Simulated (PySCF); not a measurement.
## Structure from 2D NMR

Compound of formula C6H7BN2. Correlations simulated from computed shifts and couplings:

HSQC (one-bond C–H):
| δH | δC | ¹J(C,H) (Hz) |
| --- | --- | --- |
| 3.48 | 8.9 | 148 |
| 1.84 | 6.6 | 136 |

COSY cross peaks (|J| ≥ 2 Hz):
| δH | δH | abs. J (Hz) | bonds |
| --- | --- | --- | --- |
| 3.48 | 2.82 | 8.2 | 5 |
| 2.82 | 1.84 | 3.2 | 5 |

HMBC (two and three bonds, |J| ≥ 2.5 Hz):
| δH | δC [abs. J in Hz] |
| --- | --- |
| 3.48 | 108.2 [12.6], 106.7 [13.5] |
| 2.82 | 106.7 [8.5], 96.4 [3.5], 87.6 [10.6] |
| 1.84 | 96.4 [10.3], 87.6 [5.0] |

Carbons without hydrogens: δ 108.2, 106.7, 96.4, 87.6.

Non-relativistic Hamiltonian, a single conformation, equivalent nuclei averaged, no solvent model. J couplings at B3LYP/pcJ-1 (spin–dipole term only in couplings to heteroatoms); shieldings: GIAO B97-2/pcSseg-1; PBE0-D3(BJ)/def2-SVP geometry; PySCF 2.14.

Shifts are taken against calculated references (same method and geometry level): ¹H (31.38 ppm) and ¹³C (183.69 ppm) vs TMS.

Exchangeable hydrogens are left out of these lists, and C,H couplings along chains are those of one rotamer, so weak HMBC peaks may be missing or extra.

Question: Work out the connectivity.

Answer: SMILES C(CC#[N+][BH2-]C#CC)#N.

Mapped SMILES: `[CH3:1][C:2]#[C:3][BH2-:4][N+:5]#[C:6][CH2:7][C:8]#[N:9]` (H(Xn): hydrogen on atom n).

1. δC 108.2 is C8, a nitrile carbon.
2. δC 106.7 is C6, a nitrilium-type carbon.
3. δC 96.4 is C2, an alkyne carbon.
4. δC 87.6 is C3, an alkyne carbon.
5. δC 8.9 is C7, an sp3 CH2 α to a nitrile (δH 3.48).
6. δC 6.6 is C1, a propargylic methyl carbon (δH 1.84).
7. HMBC from δH 3.48 reaches the proton-free carbons C8, C6.
8. HMBC from δH 2.82 reaches the proton-free carbons C6, C2, C3.
9. HMBC from δH 1.84 reaches the proton-free carbons C2, C3.
10. COSY links 3.48–2.82, 2.82–1.84.

The data come from this structure; uniqueness wasn't tested.

Hydrogens on boron are broadened and split by ¹¹B (spin 3/2, 80 %) and 10B (spin 3). A carbon bonded to boron is broadened by the quadrupolar boron nucleus and is often missing from a measured spectrum. Shifts are as computed. Against solution values, carbons near 30 ppm lie about +1 ppm off and those near 130 ppm about +2 ppm. Of 1313 compounds with measured shifts, 239 miss one by over three times the rms of a fit or turn the order of signals round; such compounds aren't used in these exercises.
